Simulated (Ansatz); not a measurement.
System (SMILES): Br[SiH] (SiH-Br) (closed-shell singlet).
Geometry (B3LYP-D3(BJ)/def2-TZVP, fixed):
```xyz
3

Si    -0.8792    -0.7820     1.0617
H     -1.8991    -1.2190     0.0169
Br     0.4059     0.3476    -0.4252
```

Basis-set convergence of the dipole moment at CCSD(T) with Ansatz (an electronic-structure program). Dipoles come from the density behind the forces; the sign is taken along the dipole that this method gives in the largest set. The reference of a correlated method is not its basis-set limit, which lies further on. All functions are spherical. Cores are frozen (with 3d on Ga to Br). A restricted Hartree-Fock determinant is unstable towards unrestricted orbitals. No added dispersion term, no relativity. Reference: the value in aug-pcseg-3, 1.214 D, itself unsure by roughly 0.008 D (its mean distance from aug-cc-pV(Q+d)Z, def2-QZVPPD). Deviations are taken from unrounded values.

| basis | functions | dipole moment (D) |
|---|---|---|
| pcseg-1 | 50 | 1.384 |
| aug-pcseg-1 | 72 | 1.329 |
| cc-pV(D+d)Z | 55 | 1.169 |
| aug-cc-pV(D+d)Z | 77 | 1.195 |
| def2-SVP | 55 | 1.152 |
| def2-SVPD | 73 | 1.202 |
| def2-TZVP | 91 | 1.175 |
| def2-TZVPD | 109 | 1.158 |
| pcseg-2 | 91 | 1.395 |
| aug-pcseg-2 | 132 | 1.214 |
| cc-pV(T+d)Z | 96 | 1.143 |
| aug-cc-pV(T+d)Z | 137 | 1.159 |
| def2-TZVPP | 104 | 1.155 |
| def2-TZVPPD | 122 | 1.147 |
| cc-pV(Q+d)Z | 162 | 1.205 |
| aug-cc-pV(Q+d)Z | 228 | 1.212 |
| pcseg-3 | 165 | 1.237 |
| aug-pcseg-3 | 231 | 1.214 |
| def2-QZVPP | 189 | 1.196 |
| def2-QZVPPD | 207 | 1.200 |

What the diffuse functions change, pair by pair:
- pcseg-1 to aug-pcseg-1: 22 more functions, deviation 0.170 to 0.115 D
- cc-pV(D+d)Z to aug-cc-pV(D+d)Z: 22 more functions, deviation -0.045 to -0.019 D
- def2-SVP to def2-SVPD: 18 more functions, deviation -0.062 to -0.012 D
- def2-TZVP to def2-TZVPD: 18 more functions, deviation -0.039 to -0.056 D
- pcseg-2 to aug-pcseg-2: 41 more functions, deviation 0.181 to 0.000 D
- cc-pV(T+d)Z to aug-cc-pV(T+d)Z: 41 more functions, deviation -0.071 to -0.055 D
- def2-TZVPP to def2-TZVPPD: 18 more functions, deviation -0.059 to -0.067 D
- cc-pV(Q+d)Z to aug-cc-pV(Q+d)Z: 66 more functions, deviation -0.009 to -0.002 D
- pcseg-3 to aug-pcseg-3: 66 more functions, deviation 0.023 to 0.000 D
- def2-QZVPP to def2-QZVPPD: 18 more functions, deviation -0.018 to -0.014 D

Leaving out the reference's own pair, they bring the value nearer the reference by more than 0.008 D in 5 of 9 pairs.
